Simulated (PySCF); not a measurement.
# Ru³⁸⁺: ionisation energy

Ru³⁸⁺ [He] 2s2 2p2 (3P) → Ru³⁹⁺ [He] 2s2 2p1 (2P), as a difference of total energies. All numbers are calculated (PySCF 2.14, the non-relativistic Hamiltonian (point nucleus), in an even-tempered Gaussian basis (17 s from 15 bohr⁻², ratio 2.2; 10 p from 19 bohr⁻², ratio 2.2; 6 d from 75 bohr⁻², ratio 2.4; 5 f from 110 bohr⁻², ratio 2.4; 4 g from 170 bohr⁻², ratio 2.4)). Correlated levels: nothing frozen; virtual orbitals above 40 to 60 times the deepest correlated orbital energy dropped. The calculations carry no spin-orbit coupling.

```tsv
method	ionisation energy (eV)
UHF	5511.8
LDA	5508.1
PBE	5510.6
PBE0	5511.1
r2SCANh	5513.8
MP2 (all electrons)	5510.7
SCS-MP2 (all electrons)	5510.1
```

Estimate what B2PLYP gives.

5511.6 eV, closest to UHF among the rows shown.

Estimate what r2SCAN gives.

5513.9 eV, closest to r2SCANh among the rows shown.

Spin-orbit coupling is strong in these open shells (close to jj coupling). The scalar numbers leave it out and a first-order estimate fails, so it can dominate the gap to the real levels.

The gap to the reference is mostly relativistic.

For comparison: 5647 ± 6 eV (semi-empirical (NIST evaluation); NIST Atomic Spectra Database, ionization energies).
